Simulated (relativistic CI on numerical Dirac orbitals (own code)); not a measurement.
## Exchange splitting of the 4s photoelectron line of Ru⁵⁺

Problem. Ru⁵⁺ ([Kr] 4d3) has the spin S = 3/2. The exchange integral with a hole in 4s, calculated from Dirac-KLI orbitals and scaled by 0.8, is G^2(4s,4d) = 8.150 eV, with l = 2 the orbital momentum of the open shell. Find the splitting and the intensity ratio of the 4s line.

Working.
1. The electron left in 4s couples its spin to S, giving S + ½ = 2 and S − ½ = 1.
2. Van Vleck's theorem gives ΔE = (2S + 1) G^l/(2l + 1) = 4 × 8.150/5 = 6.52 eV, with the high-spin state at lower binding energy.
3. The intensities follow the multiplicities, (2S + 2) : 2S = (S + 1) : S = 1.67.

Check. The full multiplet calculation with spin-orbit coupling puts the centres of the two groups of its strongest lines 6.48 eV apart. Measured splittings are much smaller, often about half, when hole and open shell share n, because correlation inside the n = 4 shell lowers the low-spin state; the low-spin line also loses weight to satellites, so measured ratios exceed (S + 1)/S. The splitting still grows with S and serves to read the spin state.
